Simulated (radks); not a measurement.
Sc II, 20 electrons, occupied as [Ar] 4s2 (not the ground configuration). Calculated with a radial shooting solver on a logarithmic mesh with Libxc functionals: Dirac Kohn-Sham, LDA (Slater exchange, Perdew-Wang correlation), spin-unpolarised, spherical densities, finite nucleus; Fermi nuclear charge, rms radius 3.5459 fm.

Radial electron density D(r) = 4 pi r^2 rho(r):

r (bohr)  D(r) (e/bohr)
0.004629          1.452
0.005303          1.847
0.006027          2.307
0.006905          2.910
0.007848          3.602
0.008991          4.492
0.01022           5.496
0.01171           6.756
0.01341           8.231
0.01524           9.819
0.01747           11.71
0.01985           13.66
0.02274           15.84
0.02606           18.07
0.02961           20.09
0.03393           22.02
0.03856           23.49
0.04418           24.51
0.05062           24.85
0.05753           24.51
0.06591           23.49
0.07491           22.08
0.08582           20.44
0.09754           19.13
0.1117            18.42
0.128             18.70
0.1455            19.95
0.1667            22.05
0.1895            24.21
0.2171            25.92
0.2487            26.25
0.2827            24.86
0.3238            21.63
0.3681            17.50
0.4217            12.93
0.4793            9.453
0.5491            7.330
0.6291            6.904
0.715             7.539
0.8191            8.425
0.931             8.720
1.067             8.083
1.222             6.608
1.389             4.891
1.591             3.224
1.808             2.092
2.072             1.404
2.374             1.093
2.698            0.9521
3.091            0.8121
3.513            0.6374
4.025            0.4266
4.574            0.2492
5.241            0.1164
6.004           0.04378
6.824           0.01404
7.819          0.003250
8.886         0.0006299

D(r) has 3 maxima, at r = 0.0506, 0.239, 0.916 bohr, and minima at 0.115, 0.609 bohr, inside which lie 2.14, 10.36 electrons.
